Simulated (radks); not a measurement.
Initial-state core-level shifts of the iridium ion Ir2+ when its valence configuration changes from [Xe] 4f14 5d7. Method: Dirac Kohn-Sham, PBE, spin-unpolarised, spherical densities, finite nucleus; open shells fill j = l - 1/2 first; Fermi nuclear charge, rms radius 5.4032 fm; computed with a radial shooting solver on a logarithmic mesh with Libxc functionals. Shifts are changes of the shell-averaged eigenvalues in eV (positive: less bound); the change of the density at the nucleus, which sets a Mossbauer isomer shift, is in e/bohr^3, on a base of 1.821e+06.

valence	1s	2s	3s	3p	density at nucleus
4f13 5d7 6s1	-14.948	-16.205	-17.976	-17.937	+304.2
4f14 5d6 6p1	-4.562	-4.728	-4.697	-4.696	+20.0
4f13 5d8	-11.401	-12.474	-14.289	-14.250	+123.4
4f12 5d8 6s1	-26.986	-29.402	-33.109	-33.026	+440.3
4f14 5d6.5 6s0.5	-1.656	-1.742	-1.724	-1.723	+84.2
4f14 5d6 6s1	-3.368	-3.547	-3.505	-3.505	+174.3
4f13 5d7 6p1	-16.144	-17.388	-19.170	-19.131	+144.3
4f12 5d6 6s2 6p1	-36.149	-39.006	-42.577	-42.493	+712.6
4f12 5d7 6p2	-33.235	-35.843	-39.511	-39.428	+302.2
